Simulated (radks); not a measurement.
Values are calculated unless marked as measured or tabulated.
Excited configurations of Ga+: one electron is placed in a higher orbital outside [Ar] 3d10 4s1. The ground configuration is [Ar] 3d10 4s2. Code: a radial shooting solver on a logarithmic mesh with Libxc functionals. Model: Dirac Kohn-Sham, LDA (Slater exchange, Perdew-Wang correlation), spin-unpolarised, spherical densities, finite nucleus; open shells fill j = l - 1/2 first; Fermi nuclear charge, rms radius 3.9973 fm. Excitation = E - E(ground); binding = E(ion) - E, where the ion is the core of charge +2; n* = 2/sqrt(2 binding) in atomic units, and the quantum defect is n - n*.

| outer orbital | excitation (eV) | binding (eV) | n* | quantum defect | eigenvalue (eV) | <r> (bohr) |
|---|---|---|---|---|---|---|
| 4p1/2 | 7.321 | 14.177 | 1.959 | 2.041 | -10.286 | 2.736 |
| 4f5/2 | 18.010 | 3.487 | 3.950 | 0.050 | -2.487 | 8.743 |
| 5d3/2 | 17.734 | 3.764 | 3.802 | 1.198 | -2.860 | 9.799 |
| 6s1/2 | 17.265 | 4.233 | 3.586 | 2.414 | -3.366 | 9.986 |
| 7s1/2 | 18.837 | 2.661 | 4.522 | 2.478 | -2.148 | 15.99 |
| 7d3/2 | 19.791 | 1.707 | 5.646 | 1.354 | -1.374 | 23.71 |
| 7f5/2 | 20.254 | 1.244 | 6.616 | 0.384 | -1.000 | 31.69 |

Estimate the row for 7p1/2.

Answer. excitation (eV) 19.208; binding (eV) 2.289; n* 4.876; quantum defect 2.124; eigenvalue (eV) -1.843; <r> (bohr) 18.17. The Delta-SCF ionisation energy is 21.498 eV (NIST Atomic Spectra Database: 20.515 eV, measured). Self-interaction in the functional shifts the binding energies and quantum defects, so they are the method's values and not measured ones. Spin polarisation and multiplet splitting are left out, so open shells lie too high by an amount that depends on their filling.

Beside tabulated values, note that spin-unpolarised runs miss the spin-polarisation part of the exchange energy of open shells.
